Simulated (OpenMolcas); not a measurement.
# 3d⁴ along the 22-electron sequence

```yaml
Program: OpenMolcas
Method: CASSCF
Basis: ANO-R2
Scalar_Hamiltonian: X2C, finite nucleus
Spin-orbit_coupling: RASSI with atomic mean-field integrals over the reference wave functions, term energies averaged over their components
```

Active space for each ion: 4 electrons in 10 orbitals (3d 4d).

Computed levels in cm-1 above ⁵D₀:

```tsv
Level	Cr2+	Mn3+	Fe4+	Co5+	Ni6+	Cu7+
⁵D₁	66.7	101	147	205	282	376
⁵D₂	198	300	432	602	820	1086
⁵D₃	390	588	844	1168	1580	2073
⁵D₄	639	958	1367	1881	2525	3287
³H₄	19046	23020	26484	29937	33320	36522
³H₅	19193	23242	26809	30393	33951	37372
³H₆	19361	23493	27168	30886	34616	38241
³P₀(1)	20537	24722	28248	31690	34949	37924
³P₁(1)	20925	25317	29115	32901	36601	40108
weight of ⁵D in the lowest level (%)	100	100	100	100	100	99
```

Measured, with the error of the calculation in %. Measured levels: Cr2+ from Sugar and Corliss, J. Phys. Chem. Ref. Data 6, 317 (1977); Mn3+ from Corliss and Sugar, J. Phys. Chem. Ref. Data 6, 1253 (1977); Fe4+ from Corliss and Sugar, J. Phys. Chem. Ref. Data 11, 135 (1982); Co5+ from Sugar and Corliss, J. Phys. Chem. Ref. Data 10, 1097 (1981); Ni6+ from Corliss and Sugar, J. Phys. Chem. Ref. Data 10, 197 (1981).

```tsv
Level	Cr2+	Mn3+	Fe4+	Co5+	Ni6+
⁵D₁	62.2 (+7.2)	99.0 (+2.3)	142 (+3.3)	204 (+0.7)	279 (+1.0)
⁵D₂	183 (+8.1)	287 (+4.4)	417 (+3.6)	589 (+2.2)	804 (+2.0)
⁵D₃	357 (+9.5)	552 (+6.5)	803 (+5.1)	1125 (+3.9)	1520 (+3.9)
⁵D₄	576 (+10.9)	886 (+8.1)	1283 (+6.6)	1782 (+5.6)	2392 (+5.6)
³H₄	17274 (+10.3)	21281 (+8.2)	24932 (+6.2)	28377 (+5.5)	31672 (+5.2)
³H₅	17397 (+10.3)	21475 (+8.2)	25226 (+6.3)	28806 (+5.5)	32286 (+5.2)
³H₆	17531 (+10.4)	21679 (+8.4)	25528 (+6.4)	29234 (+5.7)	32877 (+5.3)
³P₀(1)	16771 (+22.5)	20654 (+19.7)	24055 (+17.4)	27166 (+16.7)	30077 (+16.2)
³P₁(1)	17169 (+21.9)	21279 (+19.0)	24973 (+16.6)	28462 (+15.6)	31836 (+15.0)
```

The fine-structure level ⁵D₄ changes by a factor of 5.14 from Cr2+ to Cu7+. Its fourth root runs 5.03, 5.56, 6.08, 6.59, 7.09, 7.57, with steps per unit of Z of 0.54, 0.52, 0.51, 0.50, 0.48; equal steps would mean a (Z - σ)^4 law with constant σ.

³H₄ changes by a factor of 1.92 over the same range, with steps per unit of Z of +3970, +3460, +3450, +3380, +3200 cm-1.

Without dynamic correlation excited terms often stand tens of per cent too high (terms of higher spin than the ground term too low), and those without a measured partner can miss by more than the paired ones. Active for correlation alone: 4d; no level in the range computed is led by a configuration that fills it, so any true level of that kind is missing. Computed and measured levels are paired by configuration, term and J; levels that our copy of the source lacks, or whose pairing is in doubt (as where it misses far off the trend of its configuration), stay unpaired and out of the deviations. Only configurations of the active space appear.

A number in round brackets counts repeated terms of one configuration in the order of the reference energies.
